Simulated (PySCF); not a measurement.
Ga(F)(Cl)(vinyl) (C2H3ClFGa), SMILES C=[CH][Ga]([F])[Cl].

The structure is a stationary point at ωB97X-D3(BJ)/def2-SVP. The structure was generated by enumeration; whether it is a known compound was not checked. One conformer was computed; it need not be the lowest.

Two levels are set side by side: TDA-PBE/def2-SVPD (PySCF) and TDA-LC-ωPBE/def2-SVPD (PySCF). Vertical, same geometry. The lowest singlet is HOMO−1→LUMO 92 % with PBE and HOMO−1→LUMO 77 %, HOMO−2→LUMO 14 % with the other functional; states are paired by order. Differences are taken from unrounded values.

| quantity | TDA-LC-ωPBE |
|---|---|
| lowest singlet excitation (eV) | 6.28 |
| lowest triplet excitation (TDA) (eV) | 3.97 |
| first bright state (f over 0.05) (eV) | 7.16 |
| its oscillator strength | 0.33 |

Q: What does TDA-PBE give, and how far is it from TDA-LC-ωPBE? (An estimate is asked for; the answer gives what the named calculation found.)

A: 
```csv
quantity,TDA-PBE,TDA-PBE minus TDA-LC-ωPBE
lowest singlet excitation (eV),5.09,-1.19
lowest triplet excitation (TDA) (eV),4.15,0.18
first bright state (f over 0.05) (eV),6.28,-0.88
its oscillator strength,0.12,-0.21
```

Functionals without exact exchange tend to place singlet excitations lower, as here. Differences between two approximate levels are no errors against the true value.

Rough cost on one machine, each run with all the roots and properties that it gave: TDA-LC-ωPBE against TDA-PBE about 3 times.
